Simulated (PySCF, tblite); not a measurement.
Compound: C5H13NSi3.
Structure used (GFN2-xTB), in Å, numbered top down from 1:
```
atom  x, y, z in Å
C1    -1.7731    1.3933   -1.4866
C2    -1.5754    0.2158   -0.9142
C3    -2.6808   -0.4295   -0.1112
C4    -2.2972   -0.5039    1.2735
N5    -1.9727   -0.5476    2.3693
Si6    0.0773   -0.7072   -0.9991
C7     1.1366   -0.3289    0.5306
Si8    1.4098    1.5383    0.7916
Si9    2.7604   -1.3207    0.5119
H10   -2.7074    1.9329   -1.4150
H11   -0.9980    1.8697   -2.0626
H12   -2.8610   -1.4473   -0.4714
H13   -3.6115    0.1426   -0.1821
H14    0.7426   -0.2980   -2.2408
H15   -0.2421   -2.1436   -1.0711
H16    0.5731   -0.6745    1.4023
H17    2.1222    2.0938   -0.3636
H18    0.1247    2.2293    0.9285
H19    2.2046    1.7659    2.0002
H20    2.4688   -2.7526    0.3880
H21    3.5809   -0.9111   -0.6306
H22    3.5077   -1.0970    1.7514
```

Method: PBE0/pcSseg-1 in PySCF (dipole) on a GFN2-xTB geometry, gas phase.

Masses are those of the commonest isotopes; rigid-rotor values at the optimised geometry. The values belong to one conformer with, in the numbering `[CH2:1]=[C:2]([CH2:3][C:4]#[N:5])[SiH2:6][CH:7]([SiH3:8])[SiH3:9]`, C1–C2–C3–C4 -114°, C1–C2–Si6–C7 95°, C2–Si6–C7–Si8 -55°.

Problem. Give the principal moments of inertia and the rotational constants in MHz.

Solution. Ia = 398.15, Ib = 821.07, Ic = 850.07 u·Å²; 505379 MHz·u·Å²/I gives A = 1269, B = 615.5, C = 594.5 MHz.

Problem. Classify the top.

Solution. A near-prolate asymmetric top; Ray's κ = -0.938.

Problem. Is it planar, by Δ = Ic − Ia − Ib?

Solution. Not planar: Δ = Ic − Ia − Ib = -369.14 u·Å². For a rigid frame Δ = −2 Σ m c², so Σ m c² = 184.57 u·Å² lies off the ab plane: 31.34 from hydrogen and 153.23 from heavier atoms. The atom farthest from that plane is 2.63 Å away.

Problem. Where do the levels up to J = 4 lie, in K?

Solution. Above 0(0,0), as E/k:
J = 1: 1(0,1) 0.058, 1(1,1) 0.089, 1(1,0) 0.090
J = 2: 2(0,2) 0.174, 2(1,2) 0.205, 2(1,1) 0.208, 2(2,1) 0.302, 2(2,0) 0.302
J = 3: 3(0,3) 0.348, 3(1,3) 0.377, 3(1,2) 0.383, 3(2,2) 0.476, 3(2,1) 0.476, 3(3,1) 0.635, 3(3,0) 0.635
J = 4: 4(0,4) 0.580, 4(1,4) 0.608, 4(1,3) 0.618, 4(2,3) 0.708, 4(2,2) 0.709, 4(3,2) 0.868, 4(3,1) 0.868, 4(4,1) 1.091, 4(4,0) 1.091
Those of J = 1 are B + C, A + C and A + B.

Problem. Which lines would a microwave search look for?

Solution. The dipole components are |μa| = 1.73 D, |μb| = 2.46 D, |μc| = 1.40 D. The squared components, which scale the intensities, stand as 0.49 : 1.00 : 0.32 (a : b : c). Some lines, for components of 0.1 D or more:

| type | branch | J(Ka,Kc) | MHz | lower level (cm⁻¹) |
| --- | --- | --- | --- | --- |
| c | Q | 2(1,2) ← 2(0,2) | 633 | 0.121 |
| c | Q | 1(1,1) ← 1(0,1) | 654 | 0.040 |
| b | Q | 1(1,0) ← 1(0,1) | 675 | 0.040 |
| b | Q | 2(1,1) ← 2(0,2) | 696 | 0.121 |
| a | R | 1(0,1) ← 0(0,0) | 1210 | 0.000 |
| b | R | 2(0,2) ← 1(1,1) | 1766 | 0.062 |
| b | R | 1(1,1) ← 0(0,0) | 1864 | 0.000 |
| c | R | 1(1,0) ← 0(0,0) | 1885 | 0.000 |
| c | Q | 2(2,1) ← 2(1,1) | 1961 | 0.144 |
| b | Q | 2(2,0) ← 2(1,1) | 1962 | 0.144 |
| b | Q | 2(2,1) ← 2(1,2) | 2024 | 0.142 |
| a | R | 2(1,2) ← 1(1,1) | 2399 | 0.062 |
| a | R | 2(0,2) ← 1(0,1) | 2420 | 0.040 |
| a | R | 2(1,1) ← 1(1,0) | 2441 | 0.063 |
| b | R | 2(1,2) ← 1(0,1) | 3053 | 0.040 |
| c | R | 2(1,1) ← 1(0,1) | 3116 | 0.040 |
| b | R | 2(2,1) ← 1(1,0) | 4402 | 0.063 |
| c | R | 2(2,0) ← 1(1,0) | 4403 | 0.063 |
| c | R | 2(2,1) ← 1(1,1) | 4423 | 0.062 |
| b | R | 2(2,0) ← 1(1,1) | 4424 | 0.062 |

Problem. Estimate the classical rotational partition function at 10 K, 50 K and 500 K.

Solution. Point group C1, symmetry number σ = 1; q = (√π/σ)·√((kT/h)³/(ABC)), k/h = 20836.6 MHz/K: 7820 at 10 K, 87500 at 50 K, 2770000 at 500 K.

Its GFN2-xTB frequencies are all real (lowest 17 cm⁻¹). These are rigid-rotor constants of the computed structure; measured ground-state constants (B0) also hold zero-point vibration. A rigid rotor knows nothing of internal rotation, which can split or shift real lines. Quadrupole hyperfine structure (14N) is left out.
